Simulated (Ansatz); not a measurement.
Consider the formal exchange of groups at the Si–C bond: `ClC[SiH2]Cl` + `CC(=N)CI` → `Cl[SiH2]CI` + `CC(=N)CCl`.

Computed with Ansatz on PBE0-D4/def2-TZVP structures; ΔE is electronic, products minus reactants. CBS: MP2 limit from def2 TZ/QZ plus the TZ coupled-cluster correction, frozen cores. Functionals use def2-TZVPP. B3LYP here is the variant with VWN-RPA as its local correlation; programs differ in this. def2 core potentials past Kr. For I outer-core shells are correlated without core-valence functions, which leaves a few kJ/mol of doubt a bond. Each species was taken in one conformer, which may not be the lowest.

```
             level  ΔE (kJ/mol)  difference from CCSD(T)/CBS
            PBE-D4         -0.7                          2.7
           PBE0-D4         -2.2                          1.2
          B3LYP-D4         -1.3                          2.1
            r2SCAN         -1.3                          2.1
              PBE0         -1.6                          1.8
   CCSD/def2-TZVPP         -2.9                          0.5
CCSD(T)/def2-TZVPP         -2.5                          0.9
    MP2/def2-QZVPP         -2.7                          0.7
SCS-MP2/def2-QZVPP         -2.6                          0.8
     MP2/CBS(def2)         -3.1                          0.3
       CCSD(T)/CBS         -3.4                            0
```

Largest T1 diagnostic among the species: 0.011.
